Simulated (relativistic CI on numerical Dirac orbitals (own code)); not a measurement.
## Zn⁴⁺: 3d valence photoemission

Computed with this model: Dirac-Coulomb-Breit CI, orbitals from a KLI potential per configuration, QED by a radiative potential, valence Slater integrals scaled by 0.7, multiplet model of photoemission in the sudden approximation; configurations [Ar] 3d8 → [Ar] 3d7; 80 K; Lorentzian 0.42 eV and Gaussian 0.5 eV FWHM. Energies are those of the free ion, without screening or charge transfer. The energies are binding energies and can lie tens of eV above those of solids. S is read from ⟨S²⟩ = S(S + 1).

Field parameters in Wybourne normalisation: Oh B⁴₀ = 21Dq, B⁴₄ = √(5/14) B⁴₀. The field is a parameter set, without covalency.

Computed curve for Oh, 10Dq = 40200 cm⁻¹, scaled to 100 at the maximum (points under 2 are left out and the grid is thinned):

```
Energy (eV)  Intensity
       80.3        2.0
       80.4        2.3
       80.6        2.9
       80.7        3.4
       80.9        4.8
       81.0        5.9
       81.2        9.9
       81.3       13.5
       81.5       26.2
       81.6       35.3
       81.8       52.0
       81.9       54.8
       82.1       45.3
       82.2       36.2
       82.4       20.5
       82.5       15.6
       82.7       10.8
       82.8       10.0
       83.0       10.4
       83.1       11.5
       83.2       13.6
       83.4       22.2
       83.5       30.0
       83.7       55.3
       83.8       71.2
       84.0       96.7
       84.1      100.0
       84.3       82.9
       84.4       67.1
       84.6       37.5
       84.7       27.1
       84.9       15.2
       85.0       12.1
       85.2        8.7
       85.3        7.9
       85.5        7.5
       85.6        7.8
       85.8       10.2
       85.9       12.8
       86.1       22.2
       86.2       28.7
       86.3       35.3
       86.5       42.2
       86.6       40.3
       86.8       29.1
       86.9       23.1
       87.1       15.9
       87.2       15.0
       87.4       15.7
       87.5       15.8
       87.7       13.2
       87.8       10.9
       88.0        6.5
       88.1        5.0
       88.3        3.1
       88.4        2.6
       90.5        2.2
       90.6        2.4
       90.8        2.4
       90.9        2.1
```

The ground state has S = 1.00, and the centroid lies at 84.33 eV.
